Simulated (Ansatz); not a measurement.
Born–Oppenheimer molecular dynamics of C₂H₈Sn (11 atoms, charge 0, multiplicity 1). It starts from a relaxed structure.

The calculation used RKS B3LYP-D4/def2-SVP in Ansatz.

```
ensemble        : NVT, Langevin thermostat
time step       : 0.5 fs
steps asked     : 150
set temperature : 400 K
friction        : 0.005 /fs
seed            : 132321
```

Frames 5 fs apart, positions in Å, forces in eV/Å.

Velocities at 15 fs (Å/ps):

```
Sn 0.61 0.39 1.39
H 3.39 13.70 -2.56
C -3.19 -3.16 0.70
H 10.08 -0.37 -14.53
H 14.17 -26.84 -0.02
H 11.96 -5.89 -17.85
C 0.54 -2.00 -4.63
H 7.51 12.66 -13.99
H -4.61 -20.99 -21.66
H -13.56 -26.16 -0.82
H -4.23 9.52 -13.34
```

```xyz
11
Properties=species:S:1:pos:R:3:forces:R:3 time_fs=15 energy_less_start_eV=0.296 T=194
Sn -0.032 -0.054 -0.091 0.18 -0.81 0.58
H -0.211 -0.505 1.620 0.16 0.46 -0.51
C 2.059 -0.045 -0.686 0.66 0.74 0.19
H 2.654 -0.909 -0.335 -0.31 0.12 0.19
H 2.233 0.004 -1.789 -0.34 0.25 0.53
H 2.455 0.889 -0.177 -0.04 -0.83 -0.68
C -1.009 1.706 -0.781 -0.51 1.66 0.49
H -2.093 1.725 -0.473 0.86 0.01 0.13
H -0.472 2.643 -0.365 -0.90 -1.16 -0.91
H -1.065 1.675 -1.892 0.48 0.22 0.39
H -0.916 -1.258 -0.862 -0.25 -0.66 -0.40
11
Properties=species:S:1:pos:R:3:forces:R:3 time_fs=20 energy_less_start_eV=0.262 T=210
Sn -0.029 -0.053 -0.084 -0.28 -0.83 -0.43
H -0.179 -0.403 1.587 0.03 0.12 0.16
C 2.053 -0.061 -0.682 0.22 -0.58 -0.07
H 2.654 -0.918 -0.353 -0.23 -0.22 0.56
H 2.233 -0.083 -1.752 -0.42 0.27 -0.71
H 2.530 0.828 -0.300 0.33 0.69 0.34
C -1.012 1.705 -0.805 -0.39 -1.42 -0.45
H -2.034 1.786 -0.499 -1.02 -0.12 0.64
H -0.520 2.579 -0.527 1.16 1.96 0.36
H -1.065 1.577 -1.881 0.30 0.15 -0.58
H -0.961 -1.264 -0.945 0.30 -0.02 0.18
11
Properties=species:S:1:pos:R:3:forces:R:3 time_fs=25 energy_less_start_eV=0.293 T=195
Sn -0.028 -0.054 -0.077 -0.33 -0.44 -0.79
H -0.153 -0.234 1.599 -0.06 -0.13 0.43
C 2.061 -0.082 -0.679 0.91 0.31 -0.36
H 2.579 -0.971 -0.238 -0.27 0.44 -0.32
H 2.151 -0.109 -1.795 -0.17 -0.25 0.58
H 2.641 0.840 -0.385 -0.62 -0.63 0.10
C -1.023 1.692 -0.827 0.18 2.27 -0.15
H -2.083 1.822 -0.441 0.99 -0.28 -0.51
H -0.472 2.717 -0.666 -0.81 -1.78 -0.04
H -0.999 1.529 -1.932 -0.40 0.16 0.49
H -0.975 -1.284 -0.991 0.57 0.31 0.57
11
Properties=species:S:1:pos:R:3:forces:R:3 time_fs=30 energy_less_start_eV=0.318 T=181
Sn -0.025 -0.053 -0.071 0.36 0.93 0.30
H -0.135 -0.084 1.661 -0.05 -0.21 -0.15
C 2.084 -0.092 -0.678 -0.98 -0.66 0.32
H 2.466 -0.984 -0.150 0.29 0.10 -0.52
H 2.055 -0.170 -1.768 0.31 -0.36 -0.15
H 2.654 0.780 -0.402 0.22 0.61 0.34
C -1.022 1.707 -0.847 0.00 -1.94 -0.57
H -2.024 1.793 -0.474 -0.91 0.05 0.20
H -0.526 2.613 -0.790 1.36 2.27 0.80
H -1.006 1.516 -1.916 -0.52 -0.27 -0.61
H -0.877 -1.252 -0.917 -0.09 -0.52 0.06
11
Properties=species:S:1:pos:R:3:forces:R:3 time_fs=35 energy_less_start_eV=0.324 T=192
Sn -0.022 -0.047 -0.065 0.54 1.24 0.77
H -0.134 0.033 1.699 -0.03 -0.26 -0.52
C 2.090 -0.109 -0.670 -0.85 0.23 0.28
H 2.416 -1.002 -0.145 0.58 -0.37 0.05
H 2.029 -0.308 -1.754 0.51 0.28 0.13
H 2.684 0.777 -0.344 -0.34 -0.44 -0.46
C -1.014 1.709 -0.870 -0.05 1.21 -0.48
H -2.075 1.767 -0.485 0.96 0.22 -0.11
H -0.428 2.721 -0.748 -1.14 -1.80 -0.09
H -1.115 1.477 -1.963 0.14 0.37 0.50
H -0.788 -1.325 -0.833 -0.32 -0.68 -0.08
11
Properties=species:S:1:pos:R:3:forces:R:3 time_fs=40 energy_less_start_eV=0.237 T=273
Sn -0.017 -0.039 -0.061 -0.16 -0.17 -0.37
H -0.121 0.126 1.655 -0.04 -0.21 0.02
C 2.079 -0.129 -0.658 -0.47 -1.97 0.32
H 2.475 -1.059 -0.159 -0.13 0.71 -0.26
H 2.104 -0.351 -1.735 0.19 0.40 -0.03
H 2.673 0.713 -0.346 0.35 0.67 -0.02
C -1.000 1.717 -0.901 -1.22 -2.61 -0.35
H -1.998 1.779 -0.486 -0.49 0.16 0.53
H -0.465 2.580 -0.699 1.31 2.10 0.26
H -1.179 1.522 -1.957 0.34 0.23 -0.54
H -0.793 -1.525 -0.716 0.31 0.68 0.44
11
Properties=species:S:1:pos:R:3:forces:R:3 time_fs=45 energy_less_start_eV=0.170 T=258
Sn -0.013 -0.029 -0.057 -0.08 -0.40 -0.79
H -0.108 0.175 1.610 -0.04 0.00 0.64
C 2.060 -0.164 -0.641 0.77 0.77 -0.39
H 2.525 -1.040 -0.206 0.15 -0.51 0.47
H 2.208 -0.285 -1.726 -0.32 0.09 -0.08
H 2.687 0.718 -0.348 -0.53 -0.37 0.00
C -0.998 1.696 -0.935 0.47 1.37 0.77
H -1.963 1.833 -0.387 0.34 -0.10 -0.51
H -0.354 2.628 -0.653 -0.93 -1.42 -0.72
H -1.156 1.615 -2.032 0.08 0.15 0.48
H -0.762 -1.554 -0.525 0.10 0.41 0.13
11
Properties=species:S:1:pos:R:3:forces:R:3 time_fs=50 energy_less_start_eV=0.184 T=266
Sn -0.011 -0.020 -0.055 0.22 0.23 0.34
H -0.092 0.233 1.671 0.03 0.03 -0.21
C 2.057 -0.192 -0.624 1.00 -0.15 -1.14
H 2.579 -1.087 -0.201 -0.43 0.48 -0.14
H 2.226 -0.200 -1.745 -0.46 -0.26 0.85
H 2.607 0.708 -0.323 0.06 0.11 0.40
C -0.989 1.688 -0.954 0.55 -0.06 0.28
H -1.897 1.853 -0.376 -0.55 0.04 -0.23
H -0.321 2.502 -0.693 0.34 0.55 0.12
H -1.104 1.725 -2.043 -0.32 -0.33 -0.04
H -0.745 -1.494 -0.346 -0.44 -0.64 -0.22
11
Properties=species:S:1:pos:R:3:forces:R:3 time_fs=55 energy_less_start_eV=0.248 T=257
Sn -0.007 -0.012 -0.053 -0.28 -0.91 0.89
H -0.058 0.324 1.720 0.05 -0.06 -0.82
C 2.072 -0.220 -0.627 -0.48 1.50 0.80
H 2.570 -1.079 -0.212 0.25 -0.63 0.32
H 2.177 -0.169 -1.690 0.13 -0.13 -1.08
H 2.499 0.716 -0.208 0.25 -0.38 -0.11
C -0.981 1.678 -0.968 0.70 0.73 0.38
H -1.934 1.847 -0.438 0.22 0.18 -0.08
H -0.217 2.460 -0.711 -0.80 -0.05 -0.03
H -1.128 1.757 -2.049 -0.03 -0.46 -0.17
H -0.813 -1.550 -0.217 -0.01 0.20 -0.10
11
Properties=species:S:1:pos:R:3:forces:R:3 time_fs=60 energy_less_start_eV=0.322 T=221
Sn -0.004 -0.008 -0.052 -0.60 -1.74 -0.15
H 0.024 0.400 1.596 0.00 0.15 0.46
C 2.080 -0.239 -0.626 -0.35 -0.01 -0.53
H 2.557 -1.148 -0.193 -0.31 0.42 -0.33
H 2.154 -0.193 -1.757 0.28 0.04 1.20
H 2.450 0.658 -0.102 0.61 -0.06 -0.49
C -0.963 1.671 -0.985 -0.05 0.62 0.09
H -1.948 1.862 -0.509 0.46 0.06 0.19
H -0.210 2.453 -0.701 -0.81 -0.01 -0.39
H -1.173 1.685 -2.067 0.48 -0.22 0.05
H -0.874 -1.585 -0.132 0.30 0.75 -0.09
11
Properties=species:S:1:pos:R:3:forces:R:3 time_fs=65 energy_less_start_eV=0.216 T=275
Sn -0.001 -0.004 -0.050 0.18 -0.27 0.06
H 0.088 0.489 1.567 -0.01 0.08 0.59
C 2.078 -0.254 -0.627 -0.71 0.39 1.65
H 2.501 -1.159 -0.202 0.07 -0.49 -0.06
H 2.183 -0.185 -1.675 0.43 0.06 -1.53
H 2.536 0.587 -0.096 0.36 0.24 -0.25
C -0.945 1.669 -0.998 -0.25 -0.34 -0.25
H -1.910 1.891 -0.558 -0.54 -0.10 0.42
H -0.298 2.493 -0.729 0.42 0.66 -0.31
H -1.118 1.562 -2.074 0.35 0.12 -0.19
H -0.851 -1.470 -0.092 -0.29 -0.34 -0.14
11
Properties=species:S:1:pos:R:3:forces:R:3 time_fs=70 energy_less_start_eV=0.262 T=237
Sn 0.002 -0.004 -0.046 0.57 1.11 1.42
H 0.125 0.596 1.641 -0.12 -0.44 -0.53
C 2.062 -0.261 -0.605 1.06 0.28 -1.24
H 2.447 -1.234 -0.226 -0.11 0.36 -0.26
H 2.261 -0.166 -1.728 -0.40 -0.42 1.17
H 2.682 0.557 -0.168 -0.38 -0.36 0.09
C -0.930 1.664 -1.012 -0.01 1.49 -0.01
H -1.943 1.884 -0.574 0.57 -0.41 -0.48
H -0.323 2.622 -0.808 -0.56 -1.34 -0.44
H -0.982 1.454 -2.103 -0.18 0.39 0.38
H -0.876 -1.419 -0.095 -0.42 -0.67 -0.11
```

Of the whole run (75 fs, mean temperature of the second half 237 K): The mean temperature of the second half is 41 % below the set value. A run of 0.075 ps of so small a system gives no equilibrium averages.

The run took 5.2 min on 2 threads of Arm Neoverse V2 (shared host), peak memory 0.2 GiB.
